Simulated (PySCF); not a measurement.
BeClH₂N, SMILES [NH2][Be][Cl].

Geometry optimised at PBE0-D3(BJ)/def2-TZVP. One conformer was computed; it need not be the lowest.

The numbers are results of C-PCM-ωB97X/def2-SVP (PySCF 2.14.0), not measurements.

The values are the electrostatic part of the solvation free energy, E(continuum) − E(gas) at the gas-phase geometry, in a cavity of scaled van der Waals radii (PySCF's table); cavitation and dispersion terms are not included. A continuum can't describe solvent molecules that bind to the metal. In vacuum the orbital gap is 11.91 eV. The dipole moment in vacuum is 2.45 D.

Computed values in water (ε = 78.36), acetonitrile (ε = 35.69), benzene (ε = 2.27):
| solvent | ε | ΔG(elec) (kcal/mol) | dipole (D) | gap (eV) |
|---|---|---|---|---|
| water | 78.36 | -5.9 | 2.94 | 11.94 |
| acetonitrile | 35.69 | -5.8 | 2.94 | 11.94 |
| benzene | 2.27 | -3.2 | 2.71 | 11.93 |
